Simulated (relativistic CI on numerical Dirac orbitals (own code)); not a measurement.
**Nb²⁺ (4d3) in a crystal field**

Calculated by Dirac-Coulomb-Breit CI, KLI orbitals optimised for each configuration, model QED, valence Slater integrals scaled by 0.7, one configuration in a parametric crystal field (own radial code).

Field parameters in Wybourne normalisation: D3d B²₀ = −7Dσ, B⁴₀ = −14Dq − 21Dτ, B⁴₃ = −14√(10/7) Dq; D4h B²₀ = −7Ds, B⁴₀ = 21(Dq − Dt), B⁴₄ = 21√(5/14) Dq; Oh B⁴₀ = 21Dq, B⁴₄ = √(5/14) B⁴₀; Td as Oh with Dq negative (B⁴₀ = 21Dq, B⁴₄ = √(5/14) B⁴₀). The field is a parameter set, without covalency.

S is read from ⟨S²⟩ = S(S + 1).

Powder χT (cm³ K mol⁻¹) by Van Vleck's formula, with temperature-independent terms:

| Field | 2 K | 5 K | 10 K | 20 K | 50 K | 100 K | 200 K | 300 K |
| --- | --- | --- | --- | --- | --- | --- | --- | --- |
| D3d, 10Dq = 13950, Dσ = 180, Dτ = -290 cm⁻¹ | 1.31 | 1.55 | 1.65 | 1.68 | 1.69 | 1.7 | 1.72 | 1.74 |
| D3d, 10Dq = 16350, Dσ = -920, Dτ = 340 cm⁻¹ | 1.2 | 1.41 | 1.6 | 1.7 | 1.74 | 1.75 | 1.76 | 1.78 |
| D3d, 10Dq = 34600, Dσ = -660, Dτ = -90 cm⁻¹ | 1.72 | 1.79 | 1.8 | 1.8 | 1.81 | 1.81 | 1.82 | 1.82 |
| D4h, 10Dq = 24350, Ds = 2070, Dt = 1020 cm⁻¹ | 1.45 | 1.65 | 1.7 | 1.72 | 1.73 | 1.74 | 1.75 | 1.77 |
| Oh, 10Dq = 17000 cm⁻¹ | 1.73 | 1.73 | 1.73 | 1.73 | 1.74 | 1.74 | 1.76 | 1.77 |
| Oh, 10Dq = 22450 cm⁻¹ | 1.77 | 1.77 | 1.77 | 1.77 | 1.77 | 1.78 | 1.79 | 1.79 |
| Td, 10Dq = -10500 cm⁻¹ | 0.368 | 0.37 | 0.372 | 0.377 | 0.391 | 0.414 | 0.461 | 0.511 |
| Td, 10Dq = -13000 cm⁻¹ | 0.333 | 0.334 | 0.335 | 0.338 | 0.347 | 0.361 | 0.389 | 0.417 |

Task: For Td, 10Dq = -10500 cm⁻¹: what effective moment follows at 300 K?

Result: μ_eff = √(8χT) = 2.02 μB. The ground level has S = 0.83; the spin-only moment for S = 1/2 is 1.73 μB. The difference comes from the orbital moment, spin-orbit mixing of terms and temperature-independent paramagnetism, all larger in this ionic model than in covalent complexes.
